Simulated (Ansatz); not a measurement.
```yaml
crystal:
  periodic: [false, false, false]
  atoms:
    - {symbol: C, position_ang: [-1.794924, -0.889331, 1.882304]}
    - {symbol: C, position_ang: [-0.769495, -0.456032, 0.890005]}
    - {symbol: C, position_ang: [-0.993302, 0.675954, 0.076677]}
    - {symbol: C, position_ang: [-0.047533, 1.054938, -0.837980]}
    - {symbol: C, position_ang: [-0.302714, 2.249068, -1.762269]}
    - {symbol: F, position_ang: [-1.481585, 2.824120, -1.520291]}
    - {symbol: F, position_ang: [-0.290582, 1.851736, -3.032087]}
    - {symbol: F, position_ang: [0.645200, 3.166492, -1.599893]}
    - {symbol: O, position_ang: [1.083020, 0.508378, -1.037616]}
    - {symbol: Ti, position_ang: [2.081196, -0.958511, -0.200077]}
    - {symbol: O, position_ang: [1.890927, -2.704933, -0.505942]}
    - {symbol: F, position_ang: [3.357542, -0.658959, -1.364114]}
    - {symbol: Cl, position_ang: [3.084507, -0.480124, 1.706290]}
    - {symbol: O, position_ang: [0.280576, -1.138336, 0.813167]}
    - {symbol: H, position_ang: [-2.688673, -0.269293, 1.853827]}
    - {symbol: H, position_ang: [-2.062423, -1.931290, 1.693218]}
    - {symbol: H, position_ang: [-1.352803, -0.848482, 2.881100]}
    - {symbol: H, position_ang: [-1.914693, 1.229781, 0.159583]}
    - {symbol: H, position_ang: [1.233961, -3.229576, -0.039604]}
basis:
  gaussian: {orbitals: cc-pVDZ}
total_charge: -1
magnetization: {spin_polarized: true, initial_magnetization: 1}
hamiltonian: {xc: {name: B2PLYP}}
output: {forces: true}
```

```sh
$ ansatz run in.yaml --threads 11 --pin off --events-out ev --progress --plain --max-ram 174080MiB --backend cpu
```

Shortened log:

```
Functional definition: B2PLYP
  name "B2PLYP"
  cite "Grimme, J. Chem. Phys. 124, 034108 (2006) doi:10.1063/1.2148954"
  cite "Becke, Phys. Rev. A 38, 3098 (1988) doi:10.1103/PhysRevA.38.3098"
  cite "Lee, Yang & Parr, Phys. Rev. B 37, 785 (1988) doi:10.1103/PhysRevB.37.785"
  parameter a = 0.53
  parameter c = 0.27
  exchange = (1 - a)*b88_x + a*exact_x
  correlation = (1 - c)*lyp_c + c*(mp2_os + mp2_ss)
2424 factors; integrals over basis functions are off by at most 1.1e-3 eV
mean field evaluation 1: about -57860.3948 eV, gradient 5.6e1 eV
mean field evaluation 2: about -57860.6293 eV, gradient 5.6e1 eV
mean field evaluation 4: about -57870.2124 eV, gradient 3.0e1 eV
mean field evaluation 8: about -57873.5778 eV, gradient 5.7e-1 eV
mean field evaluation 16: about -57872.8074 eV, gradient 1.3e1 eV
mean field evaluation 32: about -57874.1590 eV, gradient 1.7e0 eV
mean field evaluation 96: about -57874.0603 eV, gradient 9.6e-1 eV
mean field -57874.17774731 eV, -2126.8368036869 hartree, gradient 7.7e-6 eV, S^2 0.752599; 8 other end points of the search recorded, 0 dependent functions left out
22 core orbitals not correlated: weight in the atoms' cores, before any rotation towards them, 1.000 or more for the frozen orbitals, at most 0.000 for the correlated occupied ones
reference -57874.17798305 eV, -2126.8368123503 hartree; 46, 45 occupied and 186, 187 virtual orbitals, 2424 factors
second order -79.40666057 eV of doubles, -0.00000000 eV of singles
the calculation of the forces begins
Total energy: -57895.61778140 eV, -2127.6247104074 hartree
Atom 0 at    -1.794924    -0.889331     1.882304 Å, force    -0.217448    -0.080088     0.226148 eV/Å
Atom 1 at    -0.769495    -0.456032     0.890005 Å, force     0.632861    -0.423866    -0.041193 eV/Å
Atom 2 at    -0.993302     0.675954     0.076677 Å, force    -0.704475     0.278646     0.200226 eV/Å
Atom 3 at    -0.047533     1.054938    -0.837980 Å, force     0.790938     0.202817    -0.561745 eV/Å
Atom 4 at    -0.302714     2.249068    -1.762269 Å, force     0.308582    -1.116945     0.876632 eV/Å
Atom 5 at    -1.481585     2.824120    -1.520291 Å, force    -0.826465     0.593992    -0.017069 eV/Å
Atom 6 at    -0.290582     1.851736    -3.032087 Å, force    -0.044585    -0.021994    -0.829663 eV/Å
Atom 7 at     0.645200     3.166492    -1.599893 Å, force     0.443998     0.665865    -0.063487 eV/Å
Atom 8 at     1.083020     0.508378    -1.037616 Å, force    -0.882119     1.472419    -0.902688 eV/Å
Atom 9 at     2.081196    -0.958511    -0.200077 Å, force    -0.518712    -0.225980     0.128521 eV/Å
Atom 10 at     1.890927    -2.704933    -0.505942 Å, force    -0.159990    -2.462034    -0.363421 eV/Å
Atom 11 at     3.357542    -0.658959    -1.364114 Å, force     2.070593     0.795549    -1.934264 eV/Å
Atom 12 at     3.084507    -0.480124     1.706290 Å, force     1.051248     0.558127     2.183490 eV/Å
Atom 13 at     0.280576    -1.138336     0.813167 Å, force    -1.039358    -0.180393     0.679889 eV/Å
Atom 14 at    -2.688673    -0.269293     1.853827 Å, force    -0.343232     0.182917     0.031852 eV/Å
Atom 15 at    -2.062423    -1.931290     1.693218 Å, force    -0.097421    -0.275955    -0.043990 eV/Å
Atom 16 at    -1.352803    -0.848482     2.881100 Å, force     0.086905     0.019548     0.268670 eV/Å
Atom 17 at    -1.914693     1.229781     0.159583 Å, force    -0.293053     0.170994     0.024776 eV/Å
Atom 18 at     1.233961    -3.229576    -0.039604 Å, force    -0.258266    -0.153620     0.137317 eV/Å
Dipole moment:    -2.061386     0.641609     0.052792 e Å
```

Hardware: 11 threads of an AMD EPYC 7R13 on a shared host. Wall time 2.2 min, peak host memory 2.4 GiB.
